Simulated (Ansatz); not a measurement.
Consider the formal exchange of groups at the Se–Si bond: `C=C[Se][Si](F)(F)F` + `O[SiH3]` → `C=C[Se][SiH2]O` + `F[SiH](F)F`.

Gas-phase electronic energies from Ansatz, PBE0-D4/def2-TZVP geometries. CCSD(T)/CBS is the MP2 limit (def2-TZVPP, def2-QZVPP) plus CCSD(T) − MP2 in def2-TZVPP, frozen cores. Functionals use def2-TZVPP. For Se outer-core shells are correlated without core-valence functions, which leaves a few kJ/mol of doubt a bond. Scalar relativity is left out up to krypton. One conformer a species, not always the lowest.

Question: Is it downhill or uphill in electronic energy at CCSD(T)/CBS, and by how much? (Best estimate.)

Answer: Computed: Downhill: ΔE = -5.5 kcal/mol.

Question: What do these levels give: PBE-D4, r2SCAN-D4, HF/def2-TZVPP, SCS-MP2/def2-TZVPP, CCSD(T)/def2-TZVPP, MP2/CBS(def2)? (An estimate is asked.)

Answer: Computed: PBE-D4 -5.5, r2SCAN-D4 -5.3, HF/def2-TZVPP -4.3, SCS-MP2/def2-TZVPP -5.6, CCSD(T)/def2-TZVPP -5.5, MP2/CBS(def2) -6.1 kcal/mol.

Largest T1 diagnostic among the species: 0.012.

In def2-TZVPP, CCSD(T) changes the Hartree–Fock value by −1.2 kcal/mol (the triples alone add −0.3 kcal/mol) and MP2 by −1.9 kcal/mol.
